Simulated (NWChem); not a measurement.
Species: InCl, singlet; SMILES [Cl][In]

```xyz
2

In     0.0000     0.0000    -0.6280
Cl     0.0000     0.0000     1.7855
```
Atoms are numbered in this order, from 1.

Low-valent species are run as closed-shell singlets; no triplet was tried in these runs. All runs use the structure optimised with PBE0-D3(BJ)/def2-TZVP. def2 effective core potentials on In; no spin-orbit coupling.

Task: List the 4 lowest vertical singlet excitations from PBE/def2-SVP with def2 effective core potentials on In, TDA (NWChem).

Result: 
| state | energy (eV) | oscillator strength | leading excitation (squared amplitude) |
|---|---|---|---|
| S1 | 4.41 | 0.094 | HOMO → LUMO (0.95) |
| S2 | 4.41 | 0.094 | HOMO → LUMO+1 (0.95) |
| S3 | 4.42 | 0.000 | HOMO−2 → LUMO+1 (0.50) |
| S4 | 4.51 | 0.000 | HOMO−2 → LUMO (0.50) |
